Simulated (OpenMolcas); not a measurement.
Au4+ among 6 point charges of -1.7 e arranged as a tetragonal octahedron (D4h). The axial distance is 0.96 times the equatorial one, R.

- Program: OpenMolcas
- Method: SS-CASPT2, IPEA 0.25 Eh, imaginary shift 0.1 Eh (closed shells correlated: 5s 5p)
- Basis: ANO-RCC-VDZP [7s6p4d2f]
- Scalar Hamiltonian: DKH2, point nucleus
- Active space: 7 electrons in 5 orbitals (5d)
- State averaging: 2S+1 = 4 even, 10 roots; 2S+1 = 2 even, 40 roots
- Spin-orbit coupling: RASSI with atomic mean-field integrals over the reference wave functions

All point charges move together. At R = 1.94 Å the first state of the same spin is 910 cm-1, and at R = 2.12 Å it is 670 cm-1.

Task: A third run gives 790 cm-1. What distance was it run at?

Result: With a power law R^-n the two known points give n = -ln(670 / 910) / ln(2.12 / 1.94) = 3.45. Then R = 1.94 × (910 / 790)^(1/3.45) = 2.021 Å. The run was at 2.02 Å, so the estimate is off by +0.001 Å.

An orbital doublet at a regular site is open to a Jahn-Teller distortion, which this geometry leaves out. This shell can be high or low spin here, a state of another spin lies low, and with metal d orbitals alone active their balance is uncertain, so the ground spin may be wrong. Point charges give a weaker field than real ligands, and real ions of this kind are as a rule low spin; the high spin found here belongs to the model. Free-ion shares, where given, are those of the reference states; single-state CASPT2 does not remix them. Spin-orbit coupling mixes the spin-free states strongly: the lowest level takes only 68 % from its leading state, 4E (figures for R = 1.94; the like holds for R = 2.02, R = 2.12). This is an electrostatic model: the charges have no orbitals. No measured value stands beside these numbers.
